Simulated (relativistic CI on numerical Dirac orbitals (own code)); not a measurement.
Radial parameters of Bi XVIII

Method of calculation: Dirac-Coulomb-Breit CI, KLI orbitals optimised for each configuration, model QED (radiative potential, 1s self-energy scaled to tabulated hydrogen-like ionisation energies), unscaled Slater integrals (own radial code, finite nucleus).

Slater integrals F^k, G^k are unscaled and averaged over j, outside the closed core [Kr] 4d10; ζ comes from projecting the Hamiltonian with its Breit term on Σ l·s of the shell.

- 4f14 5s2 5p4: F^2(5p,5p) = 125120, ζ(5p) = 166750 cm⁻¹; <r>(5p) = 0.8512, <r^2>(5p) = 0.8091 (bohr units).
- 4f14 5s 5p5: G^1(5s,5p) = 161900, ζ(5p) = 166080 cm⁻¹; <r>(5s) = 0.7803, <r^2>(5s) = 0.678, <r>(5p) = 0.851, <r^2>(5p) = 0.8087 (bohr units).
- 4f14 5s2 5p3 5d: F^2(5p,5p) = 125210, ζ(5p) = 167510, F^2(5p,5d) = 114830, G^1(5p,5d) = 142250, G^3(5p,5d) = 90733, ζ(5d) = 16913 cm⁻¹; <r>(5p) = 0.8504, <r^2>(5p) = 0.8076, <r>(5d) = 0.9577, <r^2>(5d) = 1.028 (bohr units).

Averages of the first 10 configurations, taken without configuration mixing, which lowers the lowest level and can move excited configurations by several eV; other configurations of the list can lie among them:

| Configuration | Parity | States | Average energy above the lowest level (eV) |
| --- | --- | --- | --- |
| 4f14 5s2 5p4 | even | 15 | 22.6 |
| 4f14 5s 5p5 | odd | 12 | 95.8 |
| 4f14 5s2 5p3 5d | odd | 200 | 111.5 |
| 4f14 5p6 | even | 1 | 174.7 |
| 4f13 5s2 5p5 | even | 84 | 114.8 |
| 4f14 5s 5p4 5d | even | 300 | 182.5 |
| 4f14 5s2 5p3 5f | even | 280 | 201.8 |
| 4f14 5s 5p4 5f | odd | 420 | 273.3 |
| 4f14 5s2 5p3 5g | odd | 360 | 269.7 |
| 4f14 5s2 5p3 6s | odd | 40 | 184.1 |
